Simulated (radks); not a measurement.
Species: Hg III. Configuration: [Xe] 4f14 5d10. Calculated with a radial shooting solver on a logarithmic mesh with Libxc functionals: scalar-relativistic Kohn-Sham, SCAN, spin-polarised, spherical densities, finite nucleus; meta-GGA in the generalised Kohn-Sham scheme; Fermi nuclear charge, rms radius 5.4648 fm.

Unscreened Slater integrals over Kohn-Sham orbitals (cm^-1). They are taken over the spin-up orbitals.

\begin{tabular}{lr}
integral & value \\ \hline
F0(5d,5d) & 138540 \\
F2(5d,5d) & 71590 \\
F4(5d,5d) & 47356 \\
F0(5d,5p) & 157990 \\
F2(5d,5p) & 78097 \\
G1(5d,5p) & 94091 \\
G3(5d,5p) & 58230 \\
F0(5d,4f) & 180150 \\
F2(5d,4f) & 41678 \\
F4(5d,4f) & 19299 \\
G1(5d,4f) & 12974 \\
G3(5d,4f) & 12485 \\
G5(5d,4f) & 10067 \\
F0(5d,5s) & 164380 \\
G2(5d,5s) & 61759 \\
F0(5p,5p) & 189810 \\
F2(5p,5p) & 102320 \\
F0(5p,4f) & 234340 \\
F2(5p,4f) & 72200 \\
G2(5p,4f) & 26500 \\
G4(5p,4f) & 22668 \\
F0(5p,5s) & 202080 \\
G1(5p,5s) & 134800 \\
F0(4f,4f) & 415610 \\
F2(4f,4f) & 207450 \\
F4(4f,4f) & 132340 \\
F6(4f,4f) & 95861 \\
F0(4f,5s) & 262360 \\
G3(4f,5s) & 34778 \\
F0(5s,5s) & 217890 \\
\end{tabular}
